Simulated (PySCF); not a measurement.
Cartesian coordinates in Å; atom numbers follow the order of the lines, from 1:
```xyz
23

B     2.5448    1.9968    1.0080
C     1.1886    1.3077    0.7210
C     0.1700    2.0678   -0.1381
C    -1.2561    2.0554    0.4105
C    -1.9929    0.7213    0.3692
C    -1.2699   -0.4748    0.9859
C    -0.0476   -0.9314    0.1893
C     1.2670   -0.2093    0.4927
H     2.6663    3.1971    0.8909
H     3.4675    1.3593    1.4693
H     0.8670    1.4649    1.7924
H     0.4913    3.1176   -0.2281
H     0.1863    1.6638   -1.1666
H    -1.2213    2.4165    1.4553
H    -1.8594    2.7990   -0.1375
H    -2.9685    0.8516    0.8674
H    -2.2257    0.4709   -0.6823
H    -0.9878   -0.2562    2.0325
H    -1.9865   -1.3105    1.0422
H     0.1179   -2.0095    0.3498
H    -0.2854   -0.8331   -0.8844
H     1.9648   -0.4120   -0.3378
H     1.7375   -0.6613    1.3818
```

Geometry: PBE0-D3(BJ)/def2-SVP; GIAO shifts from PySCF, gas phase, non-relativistic, averaged over equivalent atoms.

At PBE0/pcSseg-1 (211 basis functions, 73 s wall time on 1 thread of an Intel Xeon, shared host):
```tsv
atoms	δ (ppm)
B1	85.9
C2	58.5
C4/C7	33.6
C3/C8	33.0
C5/C6	31.2
H9/H10	7.37
H12/H23	2.14
H13/H22	1.71
H15/H21	1.58
H16/H18	1.49
H14/H20	1.45
H17/H19	1.38
H11	0.19
```

References, each an isolated molecule treated in the same way: BF3·OEt2 for ¹¹B (σref 100.73); TMS for ¹³C (σref 184.41) and ¹H (σref 31.27).

Question: What do these become at wB97X-D/pcSseg-1?

Answer: 
```json
{"atoms": "B1", "δ at wB97X-D/pcSseg-1": "81.6", "change": "-4.3"}
{"atoms": "C2", "δ at wB97X-D/pcSseg-1": "55.3", "change": "-3.2"}
{"atoms": "C4/C7", "δ at wB97X-D/pcSseg-1": "33.0", "change": "-0.6"}
{"atoms": "C3/C8", "δ at wB97X-D/pcSseg-1": "32.3", "change": "-0.7"}
{"atoms": "C5/C6", "δ at wB97X-D/pcSseg-1": "30.5", "change": "-0.7"}
{"atoms": "H9/H10", "δ at wB97X-D/pcSseg-1": "7.11", "change": "-0.26"}
{"atoms": "H12/H23", "δ at wB97X-D/pcSseg-1": "2.05", "change": "-0.09"}
{"atoms": "H13/H22", "δ at wB97X-D/pcSseg-1": "1.64", "change": "-0.07"}
{"atoms": "H15/H21", "δ at wB97X-D/pcSseg-1": "1.52", "change": "-0.06"}
{"atoms": "H16/H18", "δ at wB97X-D/pcSseg-1": "1.44", "change": "-0.05"}
{"atoms": "H14/H20", "δ at wB97X-D/pcSseg-1": "1.40", "change": "-0.05"}
{"atoms": "H17/H19", "δ at wB97X-D/pcSseg-1": "1.33", "change": "-0.05"}
{"atoms": "H11", "δ at wB97X-D/pcSseg-1": "0.07", "change": "-0.12"}
```

Scale: ¹¹B (σref 101.61) vs BF3·OEt2; ¹³C (σref 184.54) and ¹H (σref 31.38) vs TMS (reference shieldings calculated alike).

The largest change is at B1 (boron bonded to C, 2 H). Cost: 211 basis functions, 63 s wall time on 1 thread of an Intel Xeon, shared host. The order of the carbon signals is the same at both levels.

A carbon bonded to boron is broadened by the quadrupolar boron nucleus and is often missing from a measured spectrum.
